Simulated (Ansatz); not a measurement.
A nudged elastic band was laid between two geometries of CH$_{5}$ClNPSi (10 atoms, charge 0, multiplicity 1).

Method: RKS B3LYP/6-31G (Ansatz).

| Property | Result |
| --- | --- |
| movable images | 7 |
| climbing image | yes |
| spring | 5.0 eV/Å² |
| optimiser | quadratic models (default) |
| start path | through a guess of the saddle point |
| force threshold | 0.05 eV/Å |
| iteration limit | 56 |
| end points | relaxed |

Initial state:

```xyz
10
Properties=species:S:1:pos:R:3
N -1.819 0.883 0.598
C -0.603 0.836 1.012
Si 0.689 0.277 -0.284
P 0.536 -2.036 -0.590
Cl 2.675 0.694 0.587
H -2.513 1.174 1.304
H -0.269 1.073 2.031
H 0.593 1.108 -1.526
H -0.655 -1.963 -1.415
H 1.448 -2.098 -1.715
```

Final state:

```xyz
10
Properties=species:S:1:pos:R:3
N -1.729 1.364 1.171
C -0.691 0.607 1.237
Si 0.526 0.239 -0.210
P 0.747 -2.066 -0.557
Cl 2.532 0.981 0.330
H -1.880 1.813 0.252
H -0.489 0.123 2.194
H 0.079 1.052 -1.394
H -0.527 -2.212 -1.239
H 1.515 -1.954 -1.781
```

What changes between the two ends?

No bond is made or broken. The dihedral H6–N1–C2–Si3 changes from 179 to -1° by way of a nearly straight angle H6–N1–C2 (up to 178°), not by a turn about the bond.

What energy profile does the band end with?

It converged. The highest image is number 3 of 0 to 8, 94.5 kJ/mol above the first end and 90.3 kJ/mol above the last; the last end lies 4.3 kJ/mol above the first. A vibrational analysis at the climbing image gives one clearly imaginary mode, 1048i cm⁻¹: a first-order saddle point. Limits of this set-up: no polarisation functions.

| image | path coordinate (Å) | energy (kJ/mol) | angle H6–N1–C2 (°) |
| --- | --- | --- | --- |
| 0 | 0.00 | 0.0 | 115 |
| 1 | 0.40 | 1.1 | 117 |
| 2 | 0.81 | 31.7 | 137 |
| 3 | 1.21 | 94.5 | 178 |
| 4 | 1.61 | 32.0 | 134 |
| 5 | 2.02 | 7.6 | 116 |
| 6 | 2.42 | 5.7 | 115 |
| 7 | 2.83 | 4.6 | 115 |
| 8 | 3.23 | 4.3 | 115 |

What is the geometry of the highest image?


```xyz
10
Properties=species:S:1:pos:R:3:forces:R:3
N -1.750 1.035 0.874 0.01 0.01 0.01
C -0.566 0.786 1.177 -0.03 0.02 -0.01
Si 0.716 0.279 -0.213 -0.02 -0.02 0.01
P 0.611 -2.039 -0.593 0.00 0.00 0.00
Cl 2.778 0.723 0.465 0.01 0.00 0.01
H -2.681 1.247 0.609 0.02 -0.02 0.01
H -0.185 0.818 2.216 0.00 0.00 -0.01
H 0.484 1.108 -1.443 0.00 0.01 0.00
H -0.683 -1.985 -1.252 0.00 0.00 0.00
H 1.358 -2.024 -1.836 0.01 0.00 -0.01
```

What are the harmonic wavenumbers there?

1048i, 47, 86, 108, 126, 160, 296, 403, 470, 600, 657, 696, 714, 752, 759, 865, 1100, 1389, 1746, 2164, 2251, 2281, 2923, 3928 cm⁻¹.

The run took 8.6 min on 1 thread of Arm Neoverse V1, with other jobs on the host, peak memory 0.17 GiB.
